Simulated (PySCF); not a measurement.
C2H4I, SMILES C[CH]I, multiplicity 2. Geometry optimised at PBE0-D3(BJ)/def2-SVP. The isomer is the one that the SMILES or the coordinates give; other isomers of the formula were not compared. The def2 effective core potentials stand for the cores of I; spin–orbit coupling is left out.

Calculation: PBE0-D3(BJ)/def2-SVP run with PySCF.

Harmonic wavenumbers (cm⁻¹): 131, 270, 338, 569, 973, 990, 1130, 1240, 1381, 1431, 1445, 3008, 3098, 3147, 3239. Rotational constants (GHz): 39.83, 3.011, 2.852; symmetry number 1.

Task: Work out the zero-point energy and the ideal-gas rigid-rotor harmonic-oscillator thermochemistry at 298.15 K and 1 atm.

Result: ZPE = ½ Σ hcν = ½ × 22390 cm⁻¹ = 32.01 kcal/mol. H − E(el) = 35.52 kcal/mol. Entropy in cal/(mol K): translation 41.02, rotation 24.36, vibration 6.60, spin 1.38, total 73.36. G − E(el) = 13.65 kcal/mol. Cp = 15.83 cal/(mol K). Modes under 150 cm⁻¹ make the vibrational entropy uncertain.
